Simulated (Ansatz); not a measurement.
`C[SiH2][B]([AlH2])[SiH3]` + `C/C=C/N` → `N/C=C/[CH2][AlH2]` + `C[SiH2]B[SiH3]`  (formal exchange of groups at the Al–B bond)

Gas-phase electronic energies from Ansatz, PBE0-D4/def2-TZVP geometries. CCSD(T)/CBS adds triple-zeta CCSD(T) − MP2 to the extrapolated MP2 energy (def2 sets, frozen cores). Double bonds are as drawn, so ΔE can hold a change between cis and trans. One conformer a species, not always the lowest.

```
                   species  CCSD(T)/CBS(def2) energy (Eh)
`C[SiH2][B]([AlH2])[SiH3]`                     -888.97738
                 `C/C=C/N`                     -173.05160
       `N/C=C/[CH2][AlH2]`                     -415.65527
          `C[SiH2]B[SiH3]`                     -646.37773
```

(1) Work out ΔE.

Largest T1 diagnostic among the species: 0.014.

Results:

(1) ΔE = (-415.65527) + (-646.37773) − (-888.97738) − (-173.05160) = -0.00402 Eh = -10.6 kJ/mol.

In def2-TZVPP, CCSD(T) changes the Hartree–Fock value by −11.5 kJ/mol (the triples alone add −2.8 kJ/mol) and MP2 by −21.7 kJ/mol.
